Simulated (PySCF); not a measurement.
## Electronic structure of Si²⁺ (silicon, charge +2) at the UHF level

Configuration: [Ne] 3s2, closed-shell 1S. Calculation: PySCF 2.14, in aug-cc-pV(Q+d)Z; no relativity, point nucleus.

| Item | Value |
| --- | --- |
| Total energy | -287.995528 hartree |
| One-electron energy | -390.2310 hartree |
| Hartree (Coulomb) energy | 122.0115 hartree |
| Exchange energy | -19.7761 hartree |
| Kinetic energy | 287.91459 hartree |
| ⟨S²⟩ | 0.0000 |
| ⟨L²⟩ | 0.000 |
| Sum of ⟨r⟩ | 8.527 bohr |
| Sum of ⟨r²⟩ | 11.95 bohr² |
| Density at the nucleus (Gaussians lack the cusp) | 1750 bohr⁻³ |
| Langevin diamagnetic susceptibility | -9.47 ×10⁻⁶ cm³/mol |

```
shell  electrons  mean orbital energy (hartree)  rms radius, mean of both spins (bohr)
   1s          2                      -69.62663                                  0.129
   2s          2                       -6.94716                                  0.613
   2p          6                       -5.04142                                  0.599
   3s          2                       -1.18200                                   2.12
```
